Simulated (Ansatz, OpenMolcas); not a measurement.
Si2H4OF2 (SMILES O[SiH](F)[SiH2]F): the vertical ionisation energy, rung by rung

Si2H4OF2 has 9 atoms, charge 0, and is taken as a singlet. SMILES: `O[SiH](F)[SiH2]F`. Geometry: relaxed at PBE0-D4/def2-TZVP. This is one conformer, not always the lowest.

Each level gives the vertical ionisation energy (to the doublet cation) (eV). The values are calculated.

```json
{"level": "HF/def2-SVP", "kind": "Hartree–Fock", "program": "Ansatz", "value (eV)": "10.39", "CPU time (all runs)": "9.1 s"}
{"level": "SVWN5/def2-SVP", "kind": "LDA", "program": "OpenMolcas", "value (eV)": "9.97", "CPU time (all runs)": "80 s"}
{"level": "revPBE/def2-SVP", "kind": "GGA", "program": "Ansatz", "value (eV)": "9.82", "CPU time (all runs)": "23 s"}
{"level": "TPSS/def2-SVP", "kind": "meta-GGA", "program": "OpenMolcas", "value (eV)": "9.99", "CPU time (all runs)": "2.4 min"}
{"level": "BHLYP/def2-SVP", "kind": "global hybrid", "program": "OpenMolcas", "value (eV)": "10.65", "CPU time (all runs)": "87 s"}
{"level": "wB97M-V/def2-SVP", "kind": "range-separated hybrid", "program": "Ansatz", "value (eV)": "10.47", "CPU time (all runs)": "5.5 min"}
{"level": "B2PLYP/def2-SVP", "kind": "double hybrid", "program": "Ansatz", "value (eV)": "10.34", "CPU time (all runs)": "41 s"}
{"level": "MP2/def2-SVP", "kind": "perturbation theory", "program": "Ansatz", "value (eV)": "10.43", "CPU time (all runs)": "11 s"}
```

The values span 9.82 to 10.65 eV. Times are those of the runs behind each value, whatever else they computed, on shared processors of several kinds: orders of magnitude only.
